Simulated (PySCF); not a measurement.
Job file and geometry (Å, from GFN2-xTB) of an NMR shielding run on SMILES C1[C@@H](SC)[Si@H](O[SiH3])OC1, C₄H₁₂O₂SSi₂, PySCF 2.14.0, density-fitted response routines, GIAO PBE0/pcSseg-1 NMR shielding, non-relativistic, gas phase; density fitting, a coarse starting grid and PySCF grid level 2 are the driver's defaults:

```
$ OMP_NUM_THREADS=1 python probes_run.py task.json out

{"job": {"kind": "nmr", "xc": "PBE0", "basis": "pcSseg-1"}, "charge": 0, "multiplicity": 1}
C     -1.564140    -2.405454    -0.019523
S     -2.244690    -0.945040    -0.849701
C     -1.164600     0.323512    -0.104911
C     -1.480255     1.694758    -0.691080
C     -0.250993     2.576168    -0.459180
O      0.925144     1.804166    -0.578779
Si     0.689891     0.193671    -0.522191
O      1.526732    -0.527223     0.649024
Si     2.926128    -1.051657     1.292651
H     -2.087078    -3.268616    -0.417874
H     -0.499432    -2.472850    -0.226320
H     -1.737514    -2.325705     1.050358
H     -1.364163     0.307983     0.970401
H     -2.373244     2.146680    -0.259160
H     -1.639607     1.578779    -1.764948
H     -0.269048     3.009627     0.546528
H     -0.196088     3.387028    -1.189869
H      1.000676    -0.416327    -1.805765
H      3.411729    -2.117151     0.417189
H      3.868009     0.060656     1.355786
H      2.513623    -1.536062     2.606892
```

Task: What does the program print?

Result: 
```
coarse grid: 18832 points
cycle   1  E = -1286.3265855219  dE =  1.169e+00  |g| = 9.650e-01  |ddm| = 4.237e+00
cycle   2  E = -1286.0859730979  dE =  2.406e-01  |g| = 1.493e+00  |ddm| = 1.953e+00
cycle   3  E = -1286.4901468389  dE = -4.042e-01  |g| = 1.135e-01  |ddm| = 1.364e+00
cycle   4  E = -1286.4925692250  dE = -2.422e-03  |g| = 4.918e-02  |ddm| = 1.601e-01
cycle   5  E = -1286.4931018995  dE = -5.327e-04  |g| = 1.358e-02  |ddm| = 5.207e-02
cycle   6  E = -1286.4931383759  dE = -3.648e-05  |g| = 4.264e-03  |ddm| = 1.708e-02
cycle   7  E = -1286.4931420364  dE = -3.660e-06  |g| = 7.887e-04  |ddm| = 3.983e-03
final grid: 167312 points
cycle   8  E = -1286.5692597902  dE = -2.578e-05  |g| = 1.345e-02  |ddm| = 2.958e-02
cycle   9  E = -1286.5692187694  dE =  4.102e-05  |g| = 1.977e-02  |ddm| = 2.370e-02
cycle  10  E = -1286.5692955937  dE = -7.682e-05  |g| = 1.332e-03  |ddm| = 1.501e-02
cycle  11  E = -1286.5692959625  dE = -3.688e-07  |g| = 2.299e-04  |ddm| = 1.249e-03
cycle  12  E = -1286.5692959748  dE = -1.232e-08  |g| = 5.690e-05  |ddm| = 3.005e-04
cycle  13  E = -1286.5692959755  dE = -7.153e-10  |g| = 2.285e-05  |ddm| = 9.273e-05
converged SCF energy = -1286.5692959755

GIAO shielding tensors (ppm)
atom      isotropic    diamagn.    paramagn.     s11        s22        s33       span
  0 C      163.935     252.053     -88.118    147.343    160.868    183.593     36.250
  1 S      565.153    1057.130    -491.977    402.527    487.514    805.419    402.892
  2 C      152.249     257.863    -105.615    129.096    162.003    165.648     36.552
  3 C      152.764     251.491     -98.727    125.959    161.648    170.686     44.727
  4 C      117.487     241.422    -123.935     82.256    107.649    162.555     80.299
  5 O      264.549     399.089    -134.540    199.573    261.646    332.427    132.854
  6 Si     358.987     881.998    -523.011    329.430    360.508    387.024     57.593
  7 O      283.486     400.735    -117.249    217.083    298.210    335.166    118.083
  8 Si     390.405     879.853    -489.447    354.078    360.236    456.902    102.824
  9 H       29.767      28.969       0.798     24.552     26.418     38.332     13.779
 10 H       29.581      32.726      -3.145     24.004     29.109     35.631     11.627
 11 H       29.350      31.388      -2.038     25.097     26.594     36.358     11.261
 12 H       29.561      35.266      -5.706     25.346     29.129     34.207      8.861
 13 H       29.617      30.361      -0.744     24.969     27.501     36.381     11.412
 14 H       29.958      31.539      -1.581     24.795     29.639     35.440     10.645
 15 H       27.469      29.485      -2.016     22.252     26.274     33.880     11.628
 16 H       27.372      27.369       0.003     22.441     26.159     33.517     11.075
 17 H       26.871      31.061      -4.190     24.281     24.563     31.770      7.489
 18 H       26.484      28.587      -2.102     22.781     25.023     31.649      8.868
 19 H       26.541      28.576      -2.035     22.618     25.233     31.772      9.153
 20 H       26.614      29.214      -2.600     22.764     25.150     31.928      9.164
```

Task: Turn these shieldings into chemical shifts. Scale: TMS for 13C (186.93 ppm), 29Si (349.16 ppm), 1H (31.72 ppm); CS2 for 33S (503.73 ppm); 17O (336.08 ppm) against H2O (reference shieldings calculated alike).

Result: Averaging equivalent atoms: C 4: 69.4; C 2: 34.7; C 3: 34.2; C 0: 23.0; S 1: -61; O 5: 71.5; O 7: 52.6; Si 6: -9.8; Si 8: -41.2; H 18/19/20: 5.17; H 17: 4.85; H 16: 4.34; H 15: 4.25; H 12: 2.16; H 9/10/11: 2.15; H 13: 2.10; H 14: 1.76 ppm. Experimental scales use liquid or dissolved standards, which lie at an offset from isolated H2O (liquid H2O: subtract about 36 ppm).

Size and cost of the density-fitted run: 234 basis functions, 98 s wall time on 1 thread of an Arm Neoverse N1, shared host; peak memory 1.1 GiB.
